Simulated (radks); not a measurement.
Results of a calculation; reference values are marked as such.
Question: Ionisation of Hf+, [Xe] 4f14 5d1 6s2, to Hf2+, [Xe] 4f14 5d2, under several functionals. Dirac Kohn-Sham, spin-unpolarised, spherical densities, point nucleus; open shells fill j = l - 1/2 first; a radial shooting solver on a logarithmic mesh with Libxc functionals. Known Delta-SCF values: LDA (Slater exchange, VWN5 correlation) 15.597 eV; PW91 15.340 eV; XLYP 15.495 eV. What does SOGGA give, and what is its highest occupied eigenvalue?

Answer: 15.134 eV by Delta-SCF; the 5d3/2 eigenvalue is -10.885 eV. NIST: 14.61 eV (theoretical).

Beside tabulated values, note that spin-unpolarised runs miss the spin-polarisation part of the exchange energy of open shells.
